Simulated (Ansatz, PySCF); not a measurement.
System: dichloro(ethynyl)borane, C2HBCl2 (charge 0, singlet). SMILES: ClB(Cl)C#C
Geometry from a B3LYP-D3(BJ)/def2-TZVP (Ansatz, a first-principles code) optimisation:
```xyz
6

C      2.6767    -0.4806    -0.2009
C      1.4936    -0.2681    -0.1121
B      0.0176    -0.0032    -0.0013
Cl    -0.6291     1.5711    -0.4144
Cl    -1.0668    -1.2666     0.5418
H      3.7210    -0.6680    -0.2793
```

PBE/6-31G* beside other levels, property by property. Set-up: six Cartesian d functions in 6-31G* and its kin unless marked 5d; each state is the SCF solution reached for its charge and spin; no dispersion term unless named; open shells spin-unrestricted; frozen cores in correlated levels; atomisation electronic, to ground-state atoms; no spin-orbit coupling; non-relativistic. Basis-set limits of correlation are two-point, X^-3; Hartree-Fock from the larger set (for Q and 5 zeta extrapolated as (X+1)exp(-9√X)). The bracket is a focal-point correction in the basis named. First-principles rows: single points at B3LYP-D3(BJ) geometries (Ansatz), with unscaled harmonic terms from B3LYP/6-31G* (Ansatz) at its own minima, enthalpies of formation by atomisation with measured atoms. Anions need diffuse functions, which STO-3G, LANL2DZ, def2-SVP, cc-pVDZ and Pople sets without + lack. Levels can end on unlike triplets.

Coupled cluster (Ansatz) is a level with limits of its own, used here on species with T1 under 0.025 (0.045 for open shells) and stable references: (a) RI-MP2/CBS(aug-cc-pV(T+d)Z,aug-cc-pV(Q+d)Z)+[CCSD(T)-MP2]/aug-cc-pV(T+d)Z; (b) CCSD(T)/CBS(cc-pV(Q+d)Z,cc-pV(5+d)Z).

```json
[
 {"property": "vertical triplet-singlet gap, E(triplet) - E(singlet) (eV)", "PBE/6-31G* (Ansatz)": "4.07", "B3LYP/STO-3G (Ansatz)": "4.87", "M06-2X/6-31G* (5d) (PySCF)": "4.46", "wB97M-V/def2-TZVPD (Ansatz)": "4.50", "to compare with": "4.71 coupled cluster (a)"},
 {"property": "enthalpy of formation at 298 K (kcal/mol)", "PBE/6-31G* (Ansatz)": "-35.6", "B3LYP/STO-3G (Ansatz)": "-87.2", "M06-2X/6-31G* (5d) (PySCF)": "-14.9", "wB97M-V/def2-TZVPD (Ansatz)": "-16.8", "to compare with": "-10.9 coupled cluster (b)"},
 {"property": "vertical ionisation energy to the doublet (eV)", "PBE/6-31G* (Ansatz)": "10.18", "B3LYP/STO-3G (Ansatz)": "9.78", "M06-2X/6-31G* (5d) (PySCF)": "11.05", "wB97M-V/def2-TZVPD (Ansatz)": "11.00", "to compare with": "11.31 coupled cluster (a)"},
 {"property": "atomisation energy (kcal/mol)", "PBE/6-31G* (Ansatz)": "636.6", "B3LYP/STO-3G (Ansatz)": "688.2", "M06-2X/6-31G* (5d) (PySCF)": "615.9", "wB97M-V/def2-TZVPD (Ansatz)": "617.8", "to compare with": "611.9 coupled cluster (b)"},
 {"property": "vertical electron affinity to the doublet (eV)", "PBE/6-31G* (Ansatz)": "0.12", "B3LYP/STO-3G (Ansatz)": "-2.25", "M06-2X/6-31G* (5d) (PySCF)": "0.21", "wB97M-V/def2-TZVPD (Ansatz)": "0.43", "to compare with": "0.43 coupled cluster (a)"}
]
```

As the rows show:
- vertical triplet-singlet gap, E(triplet) - E(singlet): PBE/6-31G* lies 0.64 eV below coupled cluster.
- enthalpy of formation at 298 K: PBE/6-31G* lies 24.7 kcal/mol below coupled cluster.
- vertical ionisation energy to the doublet: PBE/6-31G* lies 1.13 eV below coupled cluster.
- atomisation energy: PBE/6-31G* lies 24.7 kcal/mol above coupled cluster.
- vertical electron affinity to the doublet: PBE/6-31G* lies 0.31 eV below coupled cluster.

The properties are those with a value to compare with, at most eight drawn at random. No case is left out for the size of its miss. Left out are saddle points of the reference geometry, anions that the best level run finds unbound, excited spin states, species near biochemistry, 298 K rows of species without real B3LYP wavenumbers, cases with under five habitual levels, runs that failed or that the program found above a lower state of the same kind, table entries that another table contradicts, and a share of species set aside by lot.
